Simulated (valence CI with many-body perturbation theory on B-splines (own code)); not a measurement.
As11+: magnetic and hyperfine properties of the levels

Calculated by valence CI with perturbative core correlation (CI+MBPT): four valence electrons over a frozen Dirac-Fock core [Ar], radial functions for each j: 7 s, 7 p, 8 d, 6 f, 4 g, 1 h, with the one-electron correlation potential Σ1 (screened to all orders), the two-electron term Σ2, the three-electron term Σ3, Breit, model QED; selected single and double excitations, second order for the rest, scaled by the run's own slope (own B-spline code, finite nucleus).

No measured spectrum was set against this ion. As an estimate, terms of the open shell hold to 2 to 4 % of their energy, and close levels can change places. The list stops below the first excitations out of the core. Only levels of the ground parity were solved; by the run's estimate the other parity begins above the list, which can be wrong where configurations are misplaced.

A/g_I is the dipole constant over the nuclear g factor μ/I (μ in nuclear magnetons, uniformly magnetised nucleus), B/Q the quadrupole constant per barn. Both hold the static response of the core; the bare values leave it out. Large factors of s and p1/2 electrons are usually good to 5 to 10 %; those of open d and f shells near neutrality can be off by tens of per cent, and small factors of p3/2, d and f electrons come from cancelling terms and can be off by a factor of two or in sign, in half-filled shells by more. B is blank for J = 1/2, where it vanishes, and for nearly pure S terms. Energies count from the lowest level. Levels with J = 0 are left out.

Names give the largest LS component (configuration and term), which can be under half, so a name can repeat, a term be missing and a line seem to break the LS rules; names also repeat where a configuration has a term twice. Letters in brackets count levels of one name in rising energy.

| Level | E (cm⁻¹) | g | A/g_I (MHz) | A/g_I bare | B/Q (MHz/b) | B/Q bare |
| --- | --- | --- | --- | --- | --- | --- |
| 3d4 5D_1 | 1129 | 1.499 | 180 | 407 | 1060 | 1100 |
| 3d4 5D_2 | 3006 | 1.498 | 470 | 697 | 670 | 691 |
| 3d4 5D_3 | 5334 | 1.497 | 798 | 1030 | -751 | -778 |
| 3d4 5D_4 | 7933 | 1.496 | 1130 | 1360 | -3100 | -3200 |
| 3d4 3H_4 | 45965 | 0.856 | 2510 | 2480 | 1630 | 1690 |
| 3d4 3H_5 | 48654 | 1.046 | 2110 | 2150 | 1860 | 1920 |
| 3d4 3P_1 [a] | 48971 | 1.487 | 884 | 1110 | -142 | -151 |
| 3d4 3H_6 | 50648 | 1.160 | 2010 | 2100 | 1570 | 1620 |
| 3d4 3F_3 [a] | 51985 | 0.973 | 2340 | 2350 | 94.6 | 98.2 |
| 3d4 3F_2 [a] | 52621 | 0.675 | 2920 | 2810 | -214 | -223 |
| 3d4 3F_4 [a] | 53608 | 1.159 | 1790 | 1880 | -292 | -302 |
| 3d4 3P_2 [a] | 56878 | 1.482 | 1090 | 1310 | 59.5 | 59.5 |
| 3d4 3G_3 | 59536 | 0.862 | 2360 | 2330 | -675 | -702 |
| 3d4 3G_4 | 60359 | 1.070 | 2100 | 2150 | -886 | -920 |
| 3d4 3G_5 | 62295 | 1.185 | 1750 | 1850 | -1140 | -1190 |
| 3d4 3D_3 | 71670 | 1.326 | 1490 | 1640 | 431 | 452 |
| 3d4 3D_2 | 72538 | 1.166 | 1800 | 1890 | 600 | 625 |
| 3d4 1I_6 | 72568 | 1.004 | 2220 | 2250 | 3050 | 3150 |
| 3d4 3D_1 | 73897 | 0.513 | 3320 | 3150 | 357 | 372 |
| 3d4 1G_4 [a] | 75260 | 1.015 | 2000 | 2030 | -1320 | -1360 |
| 3d4 1D_2 [a] | 91429 | 1.009 | 2240 | 2270 | 1680 | 1730 |
| 3d4 1F_3 | 101560 | 1.006 | 2170 | 2200 | 3690 | 3810 |
| 3d4 3P_2 [b] | 117880 | 1.489 | 1020 | 1240 | 815 | 849 |
| 3d4 3F_4 [b] | 119970 | 1.243 | 1490 | 1620 | 3430 | 3550 |
| 3d4 3F_2 [b] | 120870 | 0.673 | 3280 | 3170 | 2640 | 2720 |
| 3d4 3F_3 [b] | 121590 | 1.079 | 2130 | 2180 | 2780 | 2870 |
| 3d4 3P_1 [b] | 123790 | 1.498 | 270 | 498 | -670 | -693 |
| 3d4 1G_4 [b] | 136740 | 1.004 | 2280 | 2310 | 1280 | 1330 |
| 3d4 1D_2 [b] | 179240 | 0.999 | 2220 | 2250 | -3660 | -3780 |

(1) Take the isotope of mass number 75, with I = 3/2, μ = 1.4383 μN and Q = 0.311 b. What is the hyperfine structure of 3d4 3H_6?

Results:

(1) From the table A = 1930 MHz, B = 487 MHz. Shifts from the centre of gravity in MHz: F = 9/2: -20100, F = 11/2: -9760, F = 13/2: 2710, F = 15/2: 17500.
